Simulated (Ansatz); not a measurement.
A nudged elastic band was laid between two geometries of CH₅ClSn (8 atoms, charge 0, multiplicity 1).

Computed with RKS BHLYP-D4/def2-SVP (Ansatz).

| Property | Result |
| --- | --- |
| movable images | 5 |
| climbing image | yes |
| spring | 5.0 eV/Å² |
| optimiser | quadratic models (default) |
| start path | through a guess of the saddle point |
| force threshold | 0.05 eV/Å |
| iteration limit | 60 |
| end points | relaxed |

Initial state:

```xyz
8
Properties=species:S:1:pos:R:3
Sn 0.251 -0.002 -0.013
Cl 0.815 -0.349 2.257
H 1.731 0.152 -0.843
H -0.651 1.443 -0.052
C -0.881 -1.716 -0.610
H -1.664 -1.903 0.126
H -1.337 -1.545 -1.587
H -0.226 -2.587 -0.665
```

Final state:

```xyz
8
Properties=species:S:1:pos:R:3
Sn -0.074 0.296 -1.096
Cl 1.406 -0.097 1.544
H 2.583 -0.181 1.045
H -1.253 1.150 -0.080
C -1.019 -1.669 -0.738
H -1.237 -1.826 0.322
H -1.973 -1.691 -1.279
H -0.397 -2.488 -1.105
```

Q: What changes between the two ends?

A: Bonds broken: Sn1–Cl2, Sn1–H3. Bonds formed: Cl2–H3. CH5ClSn becomes CH4Sn + ClH.

Q: Give the energies along the band, and the barrier.

A: The forces met the threshold. The highest image is number 4 of 0 to 6, 222.9 kJ/mol above the first end and 80.0 kJ/mol above the last; the last end lies 142.9 kJ/mol above the first. A vibrational analysis at the climbing image gives one clearly imaginary mode, 1147i cm⁻¹: a first-order saddle point. The orbitals stay closed-shell, which can raise the energy where a bond breaks towards radicals; this wasn't checked here.

```tsv
image	path coordinate (Å)	energy (kJ/mol)	Sn1–Cl2 (Å)	Sn1–H3 (Å)	Cl2–H3 (Å)
0	0.00	0.0	2.36	1.70	3.27
1	0.54	0.6	2.37	1.70	3.26
2	1.08	24.5	2.38	1.69	2.84
3	1.62	125.0	2.49	1.68	2.25
4	2.16	222.9	2.72	1.81	1.69
5	2.90	154.1	3.06	2.63	1.29
6	3.65	142.9	3.05	3.45	1.28
```

Q: What is the geometry of the highest image?

A: 
```xyz
8
Properties=species:S:1:pos:R:3:forces:R:3
Sn 0.252 0.066 -0.538 0.01 0.02 -0.01
Cl 1.313 -0.229 1.945 0.00 -0.01 -0.01
H 1.821 0.080 0.365 0.00 0.00 0.01
H -0.884 1.337 -0.259 0.00 0.00 0.00
C -0.956 -1.716 -0.713 -0.01 -0.03 0.03
H -1.323 -1.971 0.284 0.00 0.01 0.00
H -1.811 -1.523 -1.365 0.01 0.00 -0.01
H -0.373 -2.550 -1.105 0.00 0.01 0.00
```

Q: What are the harmonic wavenumbers there?

A: 1147i, 57, 100, 237, 451, 493, 526, 664, 731, 835, 1256, 1480, 1487, 1555, 1900, 3130, 3237, 3255 cm⁻¹.

Time of the run: 3.6 min on 1 thread of Arm Neoverse V1 (shared host), peak memory 0.17 GiB.
